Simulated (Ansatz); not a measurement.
HfI₄, singlet, at a GFN2-xTB geometry (such geometries of metal compounds can be far from the true shape) (core potentials on Hf, I); PBE/def2-SVPD (Ansatz, an electronic-structure program).

The Ansatz input:
Ansatz 0.2 input:
```yaml
crystal:
  periodic: [false, false, false]
  atoms:
    - {symbol: Hf, position_ang: [-0.00000000, 0.00000000, -0.00000000]}
    - {symbol: I, position_ang: [2.15787916, -0.67548443, -1.60777706]}
    - {symbol: I, position_ang: [0.88007107, 0.43252268, 2.59539358]}
    - {symbol: I, position_ang: [-1.18880847, 2.31130827, -0.97069936]}
    - {symbol: I, position_ang: [-1.84914175, -2.06834653, -0.01691715]}
basis:
  gaussian:
    orbitals: def2-SVPD
hamiltonian:
  xc: pbe
```

### Question
Predict the main parts of the log of this Ansatz run.

### Answer

```
Functional definition: PBE
1844 factors; their error is unknown
mean field evaluation 1: about -33716.2755 eV, gradient 1.1e1 eV
mean field evaluation 2: about -33716.1071 eV, gradient 1.5e1 eV
mean field evaluation 4: about -33716.7106 eV, gradient 3.2e0 eV
mean field evaluation 8: about -33716.6821 eV, gradient 3.2e-1 eV
mean field evaluation 16: about -33716.6824 eV, gradient 2.5e-5 eV
mean field -33716.68242964 eV, -1239.0652253012 hartree, gradient 2.5e-5 eV, S^2 0.000000; 0 other end points of the search recorded, 0 dependent functions left out
reference -33716.68251656 eV, -1239.0652284952 hartree; 56, 56 occupied and 119, 119 virtual orbitals, 1844 factors
Total energy: -33716.68251656 eV, -1239.0652284952 hartree
```
